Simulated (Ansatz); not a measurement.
Cost and result up the ladder for Si₁₉PH₃₀, a doped nanocrystal cut from the lattice of silicon (P on an inner site) (50 atoms). Charge 0, multiplicity 2. Geometry: PBE-D4/def2-SVP.

Cartesian coordinates in Å:
```
P 0.705 -0.848 -0.369
Si -2.770 0.532 -0.606
Si -2.275 3.684 -2.861
Si -0.720 3.346 0.592
Si 1.338 2.303 -2.514
Si -3.368 -2.760 1.311
Si -1.132 -0.008 2.666
Si 0.245 -3.799 1.597
Si 3.215 1.803 0.796
Si 2.891 -1.448 2.771
Si -2.932 1.429 -2.781
Si -3.199 -1.770 -0.815
Si -0.772 0.984 0.567
Si 1.079 -0.044 -2.467
Si -0.256 3.823 -1.668
Si 3.348 2.722 -1.362
Si 0.856 -3.173 -0.587
Si -1.387 -2.360 2.522
Si 2.250 -3.708 2.816
Si 2.737 -0.492 0.622
H -3.910 1.129 0.190
H -3.315 4.545 -2.187
H -2.108 4.158 -4.284
H -2.034 4.000 0.962
H 0.348 3.908 1.495
H 1.561 2.625 -3.978
H -4.535 -2.118 2.023
H -3.628 -4.244 1.216
H -2.451 0.467 3.236
H -0.058 0.363 3.658
H -0.339 -5.192 1.619
H 2.194 2.475 1.670
H 4.554 1.896 1.488
H 2.024 -0.650 3.708
H 4.330 -1.256 3.188
H -4.354 1.254 -3.258
H -2.041 0.643 -3.710
H -4.487 -1.960 -1.582
H -2.100 -2.417 -1.619
H -0.060 -0.554 -3.308
H 2.360 -0.659 -2.975
H 0.383 5.181 -1.859
H 3.636 4.202 -1.316
H 4.502 2.029 -2.048
H -0.131 -3.596 -1.640
H 2.223 -3.704 -0.956
H -1.589 -2.874 3.932
H 2.089 -4.191 4.237
H 3.313 -4.536 2.136
H 3.769 -1.142 -0.269
```

Ansatz on 4 threads of AMD EPYC 7R13 on a shared host and a share (37 GiB) of an NVIDIA H100 80GB HBM3. Times are rough, and most runs start from the orbitals of an earlier one. PBE0-D4/def2-TZVP serves as the yardstick here, not as an exact answer. Differences are given only for rows in sets of like size (and for xTB, whose basis is part of the method), since another set adds its own error. Binding counts from free atoms at the same level (P quartet, Si triplet, H doublet; other spins of the atoms weren't run), without zero-point energy or a counterpoise term.

Correlated methods freeze 100 core orbitals. The rows differ in basis, and correlated rows in double-zeta sets carry the largest basis error. Single mean-field runs in def2-SVP, def2-TZVP are fitted with def2-universal-jkfit.

Correlated methods converge slowly with the basis, most of all in double-zeta sets.

```tsv
level	functions	wall time	binding energy per atom (eV)	difference from PBE0-D4/def2-TZVP (eV)
PBE-D4/def2-SVP	510	6 s	3.18	–
MP2/def2-SVP	510	6.5 s	2.92	–
PBE0-D4/def2-SVP	510	8 s	3.18	–
revPBE-D4/def2-TZVP	920	8.5 s	3.15	-0.03
PBE-D4/def2-TZVP (with forces)	920	14 s	3.18	0.00
r2SCAN-D4/def2-TZVP	920	14 s	3.20	0.02
PBE0-D4/def2-TZVP	920	25 s	3.18	0.00
```
